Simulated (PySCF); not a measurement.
# Polarisability and C₆ of Hf²⁺ (hafnium, charge +2)

[Xe] 4f14 5d2, high-spin 3F determinant. All numbers are calculated (PySCF 2.14, scalar relativity by spin-free X2C-1e, in x2c-TZVPPall with one added diffuse shell each of s, p, d, f type (12s8p8d4f1g, 113 functions)). Coupled (time-dependent) response in atomic units; α is the mean over directions.

```tsv
method	mean α (bohr³)	C₆ (like pair)	S(−4)
PBE	16.39	84.38	245.2
```

S(−4) is the Cauchy moment in α(ω) = α(0) + S(−4) ω² + …

Spin-orbit coupling is absent.

α(iu) at PBE:

| u (hartree) | α(iu) (bohr³) |
| --- | --- |
| 0 | 16.39 |
| 0.0500 | 15.81 |
| 0.100 | 14.44 |
| 0.200 | 11.46 |
| 0.300 | 9.318 |
| 0.500 | 6.773 |
| 0.750 | 4.987 |
| 1.00 | 3.872 |
| 1.50 | 2.542 |
| 2.00 | 1.785 |
| 3.00 | 0.9985 |
| 5.00 | 0.4288 |

A single London oscillator, α(iu) = α/(1 + u²/ω²), gives C₆ = (3/4) ω α². Matching the computed C₆ needs ω = 4 × 84.38 / (3 × 16.39²) = 0.419 hartree.

For an ion, C₆ is the dispersion term alone; charge-induced terms of lower order in 1/R come first.

Spin-orbit coupling, absent here, splits the open shell strongly.
